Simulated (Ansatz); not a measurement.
`N[SiH](O)BO`, relaxed with RKS PBE0-D4/def2-TZVP in Ansatz 0.2.0 from a PBE-D4/def2-SVP geometry. The force threshold is 0.005 eV/Å; the program also tests the step.

Total charge 0; spin multiplicity 1.

Start:

```xyz
11

N     0.725    1.001   -1.297
Si   -0.551    0.666   -0.154
O    -1.920   -0.163   -0.739
B     0.324   -0.425    1.320
O     0.695   -1.696    0.980
H     0.589    1.687   -2.044
H     1.327    0.238   -1.617
H    -1.109    2.002    0.236
H    -1.751   -1.114   -0.863
H     0.547   -0.027    2.459
H     1.124   -2.169    1.719
```

```
        step  energy (eV)  largest force (eV/Å)  largest move (Å)
           1  -14231.3224                 0.837             0.000
           2  -14231.3720                 0.491             0.026
           3  -14231.3861                 0.096             0.019
           4  -14231.3866                 0.145             0.051
           5  -14231.3886                 0.078             0.019
6 (rejected)  -14231.3883                 0.222             0.032
           7  -14231.3899                 0.030             0.015
           8  -14231.3902                 0.016             0.025
           9  -14231.3902                 0.009             0.009
          10  -14231.3902                 0.006             0.009
          11  -14231.3903                 0.018             0.028
          13  -14231.3905                 0.033             0.003
          15  -14231.3908                 0.038             0.044
          17  -14231.3909                 0.042             0.032
          19  -14231.3910                 0.041             0.006
          21  -14231.3913                 0.018             0.032
          23  -14231.3914                 0.024             0.044
          25  -14231.3914                 0.020             0.033
          27  -14231.3915                 0.009             0.024
          29  -14231.3915                 0.011             0.005
          31  -14231.3916                 0.004             0.007
          33  -14231.3916                 0.005             0.006
```

End:

```xyz
11

N     0.693    1.100   -1.311
Si   -0.525    0.625   -0.198
O    -1.785   -0.271   -0.801
B     0.394   -0.430    1.272
O     0.362   -1.783    1.160
H     0.526    1.835   -1.979
H     1.371    0.442   -1.661
H    -1.165    1.892    0.239
H    -1.653   -1.221   -0.806
H     0.966    0.056    2.215
H     0.817   -2.245    1.870
```

Hardware: 4 threads of an Arm Neoverse V1 on a shared host. Wall time 98 s, peak host memory 0.47 GiB.
